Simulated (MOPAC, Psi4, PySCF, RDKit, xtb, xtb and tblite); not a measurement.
Conformational energy of SMILES CC(C)(C)CC[Si](Cl)(Cl)Cl (C6H13Cl3Si), singlet. Scanned: dihedral C2–C5–C6–Si7; all other coordinates were relaxed at GFN2-xTB. Points at φ and −φ are mirror images.

Geometry of the scan point at 105° (Å):
```
23

C      1.5601     0.3851    -1.1427
C      1.0030     0.1542     0.2624
C      1.8854    -0.8732     0.9804
C      1.0324     1.4623     1.0560
C     -0.4236    -0.4211     0.2007
C     -1.4516     0.4249    -0.5776
Si    -1.9506    -0.2120    -2.3096
Cl    -1.7252    -2.2192    -2.4419
Cl    -3.9062     0.2330    -2.6286
Cl    -0.8775     0.6468    -3.7963
H      1.0253     1.1782    -1.6570
H      1.4832    -0.5222    -1.7373
H      2.6087     0.6689    -1.0875
H      1.9157    -1.8073     0.4242
H      2.9024    -0.5005     1.0766
H      1.5026    -1.0804     1.9773
H      2.0537     1.8267     1.1371
H      0.4405     2.2371     0.5753
H      0.6439     1.3088     2.0604
H     -0.3682    -1.4252    -0.2205
H     -0.7758    -0.5295     1.2287
H     -2.3647     0.4822     0.0186
H     -1.0936     1.4506    -0.6573
```

Levels of theory: GFN2-xTB (xtb and tblite); MMFF94 // GFN2-xTB (RDKit); PBE0/def2-SVP // GFN2-xTB (Psi4); PBE0-D3(BJ)/def2-SVP // GFN2-xTB (Psi4); PBE/def2-SVP // GFN2-xTB (Psi4); PBE-D3(BJ)/def2-SVP // GFN2-xTB (Psi4); UFF // GFN2-xTB (RDKit); PM7, restricted, heats of formation // GFN2-xTB (MOPAC); AM1, restricted, heats of formation // GFN2-xTB (MOPAC); GFN1-xTB // GFN2-xTB (xtb); RKS-B3LYP/6-31G* = restricted B3LYP/6-31G*, spherical d, density fitting // GFN2-xTB (PySCF); RHF/3-21G = PySCF with restricted Hartree-Fock/3-21G, density fitting // GFN2-xTB.

Least-squares fit of E(φ) = a0 + Σ (a_n cos nφ + b_n sin nφ), n = 1 to 4, to the 24 scan points, in kcal/mol above the lowest point of each profile (levels whose profile four harmonics don't fit are not listed):

```json
[
 {"method": "GFN2-xTB", "a0": "2.90", "a1": "3.02", "b1": "0.00", "a2": "1.52", "b2": "0.00", "a3": "1.56", "b3": "0.00", "a4": "0.14", "b4": "0.00", "rms of fit": "0.08"},
 {"method": "MMFF94", "a0": "7.57", "a1": "8.21", "b1": "0.00", "a2": "2.39", "b2": "0.00", "a3": "2.11", "b3": "0.00", "a4": "0.61", "b4": "0.00", "rms of fit": "0.28"},
 {"method": "PBE0/def2-SVP", "a0": "3.86", "a1": "3.74", "b1": "0.00", "a2": "1.19", "b2": "0.00", "a3": "1.57", "b3": "0.00", "a4": "0.30", "b4": "0.00", "rms of fit": "0.15"},
 {"method": "PBE0-D3(BJ)/def2-SVP", "a0": "2.98", "a1": "3.03", "b1": "0.00", "a2": "1.42", "b2": "0.00", "a3": "1.64", "b3": "0.00", "a4": "0.32", "b4": "0.00", "rms of fit": "0.16"},
 {"method": "PBE/def2-SVP", "a0": "3.66", "a1": "3.51", "b1": "0.00", "a2": "1.15", "b2": "0.00", "a3": "1.53", "b3": "0.00", "a4": "0.26", "b4": "0.00", "rms of fit": "0.15"},
 {"method": "PBE-D3(BJ)/def2-SVP", "a0": "2.79", "a1": "2.80", "b1": "0.00", "a2": "1.38", "b2": "0.00", "a3": "1.61", "b3": "0.00", "a4": "0.29", "b4": "0.00", "rms of fit": "0.16"},
 {"method": "UFF", "a0": "8.65", "a1": "9.49", "b1": "0.00", "a2": "3.36", "b2": "0.00", "a3": "2.78", "b3": "0.00", "a4": "0.61", "b4": "0.00", "rms of fit": "0.32"},
 {"method": "PM7", "a0": "3.49", "a1": "4.75", "b1": "0.00", "a2": "1.79", "b2": "0.00", "a3": "0.87", "b3": "0.00", "a4": "0.48", "b4": "0.00", "rms of fit": "0.23"},
 {"method": "AM1", "a0": "4.35", "a1": "5.20", "b1": "0.00", "a2": "1.49", "b2": "0.00", "a3": "0.87", "b3": "0.00", "a4": "0.26", "b4": "0.00", "rms of fit": "0.10"},
 {"method": "GFN1-xTB", "a0": "2.52", "a1": "2.59", "b1": "0.00", "a2": "0.79", "b2": "0.00", "a3": "1.04", "b3": "0.00", "a4": "0.37", "b4": "0.00", "rms of fit": "0.12"},
 {"method": "RKS-B3LYP/6-31G*", "a0": "5.28", "a1": "5.08", "b1": "0.00", "a2": "0.94", "b2": "0.00", "a3": "1.45", "b3": "0.00", "a4": "0.36", "b4": "0.00", "rms of fit": "0.15"},
 {"method": "RHF/3-21G", "a0": "5.18", "a1": "5.11", "b1": "0.00", "a2": "1.33", "b2": "0.00", "a3": "1.69", "b3": "0.00", "a4": "0.32", "b4": "0.00", "rms of fit": "0.21"}
]
```

MMFF94 has few fitted parameters for silicon.
